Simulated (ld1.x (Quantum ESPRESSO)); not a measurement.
Scattering properties, TM potential for lanthanum

La (Z = 57), norm-conserving Troullier–Martins (Kleinman–Bylander form), made with ld1.x (Quantum ESPRESSO) 7.5 (LDA (PZ), scalar-relativistic). Core [Xe], reference 4f0 5d1 6s2 6p0. Waves: 6p (bound, empty): rc 4.20 bohr; 5d (bound): rc 3.15 bohr; 4f (bound, empty): rc 1.00 bohr; 6s (bound): rc 4.05 bohr. Local part: the s channel. Core correction: a·sin(br)/r model core inside 0.55 bohr.

The phase is arctan(r·u′/u) with u = r·R(r), unwrapped; energies in Ry, scanned from -2 to 5 Ry. A pole is an energy at which the radial function vanishes at the test radius. The pseudo phase is shifted by a multiple of π to meet the all-electron one at the reference energy, and phase errors are pseudo minus all-electron; the curves can meet again beyond the range given. Levels narrower than the energy grid can be missing from the lists of poles.

Q: For each channel, where are the poles, and over which energies does the pseudopotential scatter like the atom?

A:

```csv
channel,radius (bohr),reference energy (Ry),"poles, all-electron","poles, pseudo",unbroken range about the reference energy with phases within 0.05 rad,phase error 1 Ry above the reference energy (rad)
s,4.54,-0.28,"0.29, 3.26","0.26, 2.19, 4.54",below 0.8,-0.038
p,4.54,-0.10,"-1.64, 0.85, 4.00","0.74, 3.23",-1.6 to 1.0,-0.042
d,4.54,-0.24,"-0.10, 1.96","-0.09, 2.38",below 0.4,+0.472
f,4.54,-0.34,"-0.32, 1.35, 3.71","-0.32, 1.97",not even at the reference energy,+0.867
```

Phases in the d channel:

```tsv
E (Ry)	all-electron	pseudo
-2.00	1.410	1.410
-1.76	1.398	1.398
-1.52	1.383	1.383
-1.28	1.363	1.364
-1.04	1.335	1.335
-0.80	1.287	1.288
-0.56	1.176	1.179
-0.32	0.251	0.258
-0.08	-1.591	-1.588
0.16	-1.785	-1.772
0.40	-1.963	-1.921
0.64	-2.408	-2.213
0.88	-3.759	-3.165
1.12	-4.370	-4.152
1.36	-4.549	-4.443
1.60	-4.635	-4.562
1.84	-4.690	-4.628
2.08	-4.733	-4.671
2.32	-4.772	-4.705
2.56	-4.816	-4.733
2.80	-4.874	-4.759
3.04	-4.977	-4.787
3.28	-5.251	-4.818
3.52	-6.525	-4.859
3.76	-7.439	-4.921
4.00	-7.640	-5.037
4.24	-7.722	-5.352
4.48	-7.769	-6.548
4.72	-7.800	-7.383
4.96	-7.824	-7.599
```
